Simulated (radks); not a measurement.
Values are calculated unless marked as measured or tabulated.
Q: The silicon ion Si4+, [Ne]. Level of theory: non-relativistic Kohn-Sham, exchange-only B88, spin-polarised, spherical densities, point nucleus (a radial shooting solver on a logarithmic mesh with Libxc functionals). Every spin shell is full or empty, so the densities are truly spherical. Functionals are evaluated on that one density, not self-consistently. Rank these exchange functionals by their error against the exact value of the orbitals, and give that value: LDA, PBE, PBEsol, RPBE, PW91, OPTX, SOGGA, B86b, SCAN, r2SCAN, MS2, Tao-Mo, TASK.

A: Exact: -19.1681 hartree. From best to worst, with 100 (|E| - |E exact|)/|E exact| (equal figures are ties): OPTX -0.02, RPBE -0.03, B86b -0.04, r2SCAN +0.10, MS2 +0.12, Tao-Mo -0.12, PW91 -0.29, SCAN +0.32, PBE -0.70, TASK -2.46, PBEsol -3.77, SOGGA -3.83, LDA -8.58.
